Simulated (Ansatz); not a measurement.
Start from `COC(=S)CCl` and change one atom or group to get `COC([SiH3])=S`.

Ansatz, PBE0-D4/def2-TZVP geometries, multiplicity 1. Each molecule was computed in one conformer, which needn't be the lowest.

```tsv
property	`COC(=S)CCl`
LUMO energy (B3LYP/def2-TZVPP) / eV	-2.16
HOMO–LUMO gap (PBE0/def2-TZVPP) / eV	4.69
size of the dipole moment (B3LYP/def2-TZVPP) / D	3.80
size of the dipole moment (PBE/def2-TZVPP) / D	3.71
HOMO energy (PBE/def2-TZVPP) / eV	-5.41
HOMO energy (ωB97M-V/def2-TZVPP) / eV	-8.85
```

Q: What does the change do to each property? (Estimate.)

A: Computed: 
```json
{"property": "LUMO energy (B3LYP/def2-TZVPP) / eV", "`COC([SiH3])=S`": "-2.21", "shift": "-0.05"}
{"property": "HOMO–LUMO gap (PBE0/def2-TZVPP) / eV", "`COC([SiH3])=S`": "4.52", "shift": "-0.17"}
{"property": "size of the dipole moment (B3LYP/def2-TZVPP) / D", "`COC([SiH3])=S`": "3.62", "shift": "-0.18"}
{"property": "size of the dipole moment (PBE/def2-TZVPP) / D", "`COC([SiH3])=S`": "3.47", "shift": "-0.24"}
{"property": "HOMO energy (PBE/def2-TZVPP) / eV", "`COC([SiH3])=S`": "-5.40", "shift": "0.01"}
{"property": "HOMO energy (ωB97M-V/def2-TZVPP) / eV", "`COC([SiH3])=S`": "-8.70", "shift": "0.15"}
```

With PBE0 the HOMO rises by 0.10 eV and the LUMO falls by 0.07 eV, so the gap narrows by about 0.17 eV. PBE moves the HOMO by 0.01 eV and ωB97M-V by 0.15 eV. Dipoles are sizes alone; their direction can turn.

Positive LUMOs are unbound, so they and the gaps depend on the basis.

B3LYP here is the variant with VWN-RPA as its local correlation; programs differ in this.
